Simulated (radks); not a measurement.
Task: The thulium ion Tm6+ is in [Xe] 4f9. Method: scalar-relativistic Kohn-Sham, r2SCAN, spin-polarised, spherical densities, finite nucleus; meta-GGA in the generalised Kohn-Sham scheme; Fermi nuclear charge, rms radius of each element as measured or else 0.836 A^(1/3) + 0.57 fm; computed with a radial shooting solver on a logarithmic mesh with Libxc functionals. Open shells are filled with parallel spins first. One electron is removed from 5s, 4d, 4f, 5p in turn, with full relaxation. Which removal costs least, and what does each cost?

Result: 4f 114.58 eV; 5p 116.68 eV; 5s 149.11 eV; 4d 291.17 eV. The 4f electron leaves first.
